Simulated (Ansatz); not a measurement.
Abridged output of a molecular run in Ansatz:

```
Functional definition: HF
1047 factors; integrals over basis functions are off by at most 1.3e-3 eV
mean field evaluation 1: about -60652.3484 eV, gradient 4.1e1 eV
mean field evaluation 2: about -60652.3924 eV, gradient 4.1e1 eV
mean field evaluation 4: about -60656.2417 eV, gradient 4.0e0 eV
mean field evaluation 8: about -60656.3030 eV, gradient 8.6e-2 eV
mean field evaluation 16: about -60656.2426 eV, gradient 1.4e0 eV
mean field -60656.30310986 eV, -2229.0780249684 hartree, gradient 5.0e-6 eV, S^2 0.000000; 0 other end points of the search recorded, 0 dependent functions left out
12 core orbitals not correlated: weight in the atoms' cores, before any rotation towards them, 1.000 or more for the frozen orbitals, at most 0.000 for the correlated occupied ones
reference -60656.30310986 eV, -2229.0780249684 hartree; 17, 17 occupied and 75, 75 virtual orbitals, 1047 factors
second order -18.86075563 eV of doubles, -0.00000000 eV of singles
cycle   1  -19.09145965 eV  change   -2.3e-1 eV  update   1.1e-1
cycle   2  -19.63471572 eV  change   -5.4e-1 eV  update   3.6e-2
cycle   3  -19.77853790 eV  change   -1.4e-1 eV  update   2.2e-2
cycle   4  -19.76798604 eV  change    1.1e-2 eV  update   6.4e-3
cycle   5  -19.76697467 eV  change    1.0e-3 eV  update   3.4e-3
cycle   6  -19.76718240 eV  change   -2.1e-4 eV  update   1.1e-3
cycle   7  -19.76668747 eV  change    4.9e-4 eV  update   3.8e-4
cycle   8  -19.76672085 eV  change   -3.3e-5 eV  update   1.1e-4
cycle   9  -19.76674246 eV  change   -2.2e-5 eV  update   3.8e-5
perturbative correction -0.57943585 eV, -0.0212938747 hartree
Total energy: -60676.64928817 eV, -2229.8257332301 hartree
```

Its atoms:

Cartesian coordinates in Å:
```
C -0.250 -0.878 -0.386
C 0.839 0.181 -0.393
Ge 0.598 1.816 0.759
O -0.996 1.445 1.480
H -1.210 -0.475 -0.725
H -0.015 -1.719 -1.045
H -0.401 -1.298 0.614
H 1.011 0.564 -1.408
H 1.806 -0.246 -0.092
H -1.382 0.610 1.195
```

Problem. Which basis set was used?
A. def2-QZVPP
B. def2-SVP
C. cc-pV(T+d)Z
D. def2-TZVPP

Solution. B. It gives 104 functions.

Problem. Write the keys of the input that set method, charge and spin (a neutral closed shell needs none for the last two).

Solution. 
```yaml
correlation: {method: ccsd_t}
```
